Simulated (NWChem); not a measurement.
The numbers come from NWChem runs, not from measurements. System: boron monoxide dimer (B2O2), charge 0, spin multiplicity 1, at a geometry optimised with B3LYP/def2-SVP. Level: G0W0@PBE/def2-SVP, RI basis def2-svp-rifit.

Input file:

```
start mol
memory heap 200 mb stack 700 mb global 1700 mb
geometry units angstroms nocenter noautoz
  O      0.000000     0.000000    -2.025303
  B      0.000000     0.000000    -0.824590
  B      0.000000     0.000000     0.824590
  O      0.000000     0.000000     2.025303
  symmetry group D2h
end
basis spherical
  * library def2-svp
end
basis "ri basis" bse spherical
  * library def2-svp-rifit
end
dft
  xc xpbe96 cpbe96
  iterations 100
  direct
  tolerances tight
end
task dft energy
gw
  states alpha occ 4 vir 2
end
task dft gw
```

NWChem printed:

```
             Northwest Computational Chemistry Package (NWChem) 7.3.0
             --------------------------------------------------------

                                NWChem Input Module
                                -------------------

 Scaling coordinates for geometry "geometry" by  1.889725989
 (inverse scale =  0.529177249)

 Turning off AUTOSYM since
 SYMMETRY directive was detected!

                             Geometry "geometry" -> ""
                             -------------------------

 Output coordinates in angstroms (scale by  1.889725989 to convert to a.u.)

  No.       Tag          Charge          X              Y              Z
 ---- ---------------- ---------- -------------- -------------- --------------
    1 O                    8.0000     0.00000000     0.00000000    -2.02530300
    2 B                    5.0000     0.00000000     0.00000000    -0.82459000
    3 B                    5.0000     0.00000000     0.00000000     0.82459000
    4 O                    8.0000     0.00000000     0.00000000     2.02530300

 Effective nuclear repulsion energy (a.u.)      66.4950701259

            Nuclear Dipole moment (a.u.)
            ----------------------------
        X                 Y               Z
 ---------------- ---------------- ----------------
     0.0000000000     0.0000000000    -0.0000000000

      Symmetry information
      --------------------

 Group name             D2h
 Group number             26
 Group order               8
 No. of unique centers     2

      Symmetry unique atoms

     1    2


 Summary of "ao basis" -> "" (spherical)
 ------------------------------------------------------------------------------
       Tag                 Description            Shells   Functions and Types
 ---------------- ------------------------------  ------  ---------------------
 *                          def2-svp                  on all atoms

 new library libraries.bse/

 Summary of "ri basis" -> "" (spherical)
 ------------------------------------------------------------------------------
       Tag                 Description            Shells   Functions and Types
[...]
           0.000000000000         522.050485765035           0.000000000000
           0.000000000000           0.000000000000           0.000000000000

     Multipole analysis of the density
     ---------------------------------

     L   x y z        total         alpha         beta         nuclear
     -   - - -        -----         -----         ----         -------
     0   0 0 0     -0.000000    -13.000000    -13.000000     26.000000

     1   1 0 0     -0.000000     -0.000000     -0.000000      0.000000
     1   0 1 0     -0.000000     -0.000000     -0.000000      0.000000
     1   0 0 1      0.000000      0.000000      0.000000     -0.000000

     2   2 0 0    -14.831136     -7.415568     -7.415568      0.000000
     2   1 1 0     -0.000000     -0.000000     -0.000000      0.000000
     2   1 0 1     -0.000000     -0.000000     -0.000000      0.000000
     2   0 2 0    -14.831136     -7.415568     -7.415568      0.000000
     2   0 1 1     -0.000000     -0.000000     -0.000000      0.000000
     2   0 0 2    -23.028672   -140.838863   -140.838863    258.649055

 Task  times  cpu:        0.5s     wall:        0.5s

                                NWChem Input Module
                                -------------------

                                 NWChem GW Module
                                 ----------------

                             ***********************
                             ***        GW       ***
                             ***********************

 Summary of "ri basis" -> "ri basis" (spherical)
 ------------------------------------------------------------------------------
       Tag                 Description            Shells   Functions and Types
 ---------------- ------------------------------  ------  ---------------------
 O                       def2-svp-rifit             16       48   6s5p4d1f
 B                       def2-svp-rifit             16       48   6s5p4d1f

                 Memory Information
                 ------------------
          Available GA per process is          1700.0 MBs
          Available stack per process is        700.0 MBs
          Available heap per process is           0.0 MBs

          Peak memory in Initialization
              Peak GA per process is                  1.5 MBs
              Peak stack per process is               0.0 MBs
              Peak heap per process is                1.6 MBs
              Memory not in MA per process            0.0 MBs

          Peak memory in AFF Calculation
              Peak GA per process is                  4.4 MBs
              Peak stack per process is               2.4 MBs
              Peak heap per process is                0.0 MBs
              Memory not in MA per process            2.4 MBs

          Computing 2-center integrals
          Computing Inverse Cholesky factor
          Computing 3-center integrals
          Computing V_xc ...

          Computing Sigma_x
          Computing RPA polarizability
          Solving quasiparticle equations

                  Alpha Orbitals
          State     Energy (eV)     Error (eV)
          -----------------------------------
@GW        10        -13.008           0.002
@GW        11        -13.008           0.002
@GW        12        -12.435           0.002
@GW        13        -12.435           0.002
@GW        14          0.774           0.003
@GW        15          0.774           0.003

   Applying  -3.0786 eV scissor-shift to rest of particle states

   Applying   3.9198 eV scissor-shift to rest of hole states

     GW Timing Statistics
   ------------------------
   Init.   :          0.0s
     ERIs  :          0.1s
     Distr.:          0.0s
     Vxc   :          0.0s
   Sigma_x :          0.0s
   RPA     :          0.0s
   Wmn     :          0.0s
   Sigma_c :          0.0s
   GW total:          0.2s

 Task  times  cpu:        0.2s     wall:        0.2s

 Total times  cpu:        0.6s     wall:        0.6s
```
